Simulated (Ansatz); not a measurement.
```yaml
crystal:
  periodic: [false, false, false]
  atoms:
    - {symbol: Si, position_ang: [-1.208471, 0.774653, -0.792531]}
    - {symbol: N, position_ang: [-0.422280, -0.580557, -0.100525]}
    - {symbol: Sn, position_ang: [-1.700813, 0.504088, -2.123370]}
    - {symbol: H, position_ang: [-1.700813, 0.504088, -2.173370]}
    - {symbol: H, position_ang: [-0.199831, 1.869009, -0.842913]}
    - {symbol: H, position_ang: [-2.380254, 1.261492, -0.006824]}
    - {symbol: H, position_ang: [-0.943238, -1.440005, -0.012365]}
    - {symbol: H, position_ang: [1.740341, -2.242947, 1.098003]}
    - {symbol: H, position_ang: [1.307573, 0.275813, 2.276008]}
    - {symbol: H, position_ang: [2.503417, 0.127059, -0.252703]}
basis:
  gaussian: {orbitals: def2-SVP}
hamiltonian: {xc: {name: B2PLYP}}
accuracy: high
scf: {lower_state_search: light}
output: {forces: true}
```

```sh
$ ansatz run in.yaml --threads 2 --pin off --events-out ev --progress --plain --max-ram 4352MiB
```

Shortened log:

```
Functional definition: B2PLYP
2044 factors; integrals over basis functions are off by at most 4.0e-9 eV
mean field evaluation 1: about -9514.0814 eV, gradient 6.2e1 eV
mean field evaluation 2: about -9514.1177 eV, gradient 6.2e1 eV
mean field evaluation 4: about -9520.1521 eV, gradient 3.3e1 eV
mean field evaluation 8: about -9522.3049 eV, gradient 2.8e1 eV
mean field evaluation 16: about -9527.0939 eV, gradient 2.0e-1 eV
mean field evaluation 32: about -9527.0628 eV, gradient 1.1e0 eV
mean field evaluation 64: about -9520.4264 eV, gradient 6.0e0 eV
mean field -9527.09618915 eV, -350.1143272536 hartree, gradient 3.2e-8 eV, S^2 0.000000; 4 other end points of the search recorded, 0 dependent functions left out; unrestricted orbitals would lower it
10 core orbitals not correlated: weight in the atoms' cores, before any rotation towards them, 0.997 or more for the frozen orbitals, at most 0.002 for the correlated occupied ones
reference -9527.09621936 eV, -350.1143283636 hartree; 15, 15 occupied and 68, 68 virtual orbitals, 2044 factors
second order -22.25480091 eV of doubles, -0.00000000 eV of singles
mean field evaluation 96: about -9527.0962 eV, gradient 3.2e-8 eV
Total energy: -9533.10501560 eV, -350.3351475528 hartree
Atom 0 at    -1.208471     0.774653    -0.792531 Å, force    31.919823    20.617029    89.720833 eV/Å
Atom 1 at    -0.422280    -0.580557    -0.100525 Å, force    -0.067854     0.927132    -2.702626 eV/Å
Atom 2 at    -1.700813     0.504088    -2.123370 Å, force   -29.171088   -20.118165 126644.975968 eV/Å
Atom 3 at    -1.700813     0.504088    -2.173370 Å, force    -3.086787    -1.623072 -126735.302782 eV/Å
Atom 4 at    -0.199831     1.869009    -0.842913 Å, force     0.895424     0.392337     1.479042 eV/Å
Atom 5 at    -2.380254     1.261492    -0.006824 Å, force    -0.067569     0.631807     1.424151 eV/Å
Atom 6 at    -0.943238    -1.440005    -0.012365 Å, force    -0.530857    -0.804468     0.312555 eV/Å
Atom 7 at     1.740341    -2.242947     1.098003 Å, force     0.411825     0.445107    -0.679791 eV/Å
Atom 8 at     1.307573     0.275813     2.276008 Å, force    -0.015959     0.466561     0.013789 eV/Å
Atom 9 at     2.503417     0.127059    -0.252703 Å, force    -0.286959    -0.934269     0.758861 eV/Å
Dipole moment:    -0.059802     0.047090    -0.214230 e Å
```

In this input one atom was put on top of another. Self-consistency was reached. The result belongs to that input, not to the molecule as meant.
